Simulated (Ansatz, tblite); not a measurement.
Cost and result up the ladder for Ge(SH)2H2 (GeH₄S₂) (7 atoms). Total charge 0; singlet. Geometry: PBE-D4/def2-TZVP.

```csv
atom,x (Å),y (Å),z (Å)
Ge1,-0.3069,-0.2559,0.5154
S2,-0.3633,1.9182,-0.0160
H3,-0.8704,1.6915,-1.2511
S4,0.9227,-1.4520,-0.9233
H5,2.0400,-0.7160,-0.7136
H6,-1.7077,-0.9057,0.4456
H7,0.2855,-0.2801,1.9430
```

Ansatz on 4 threads of Intel Xeon on a shared host; xTB runs through tblite on one thread. Times are rough, summed over both states, and most runs start from the orbitals of an earlier one. PBE0-D4/def2-TZVP serves as the yardstick here, not as an exact answer. The other state is a doublet.

The xTB rows come from tblite.

Raw xTB energies of ions are shifted by several eV.

| level | functions | vertical IE (eV) | difference from PBE0-D4/def2-TZVP (eV) |
| --- | --- | --- | --- |
| r2SCAN-D4/def2-TZVP (with forces) | 146 | 9.17 | -0.17 |
| GFN2-xTB | 31 | 13.63 | 4.29 |
| PBE0-D4/def2-TZVP | 146 | 9.34 | 0.00 |
| GFN1-xTB | 35 | 14.51 | 5.17 |
| PBE-D4/def2-TZVP | 146 | 9.02 | -0.32 |

**Question.** Estimate how long each takes.

**Answer.** GFN2-xTB 0.025 s; GFN1-xTB 0.029 s; PBE-D4/def2-TZVP 9.2 s; PBE0-D4/def2-TZVP 14 s; r2SCAN-D4/def2-TZVP (with forces) 18 s. On shared hardware such times vary by a factor of up to 3.
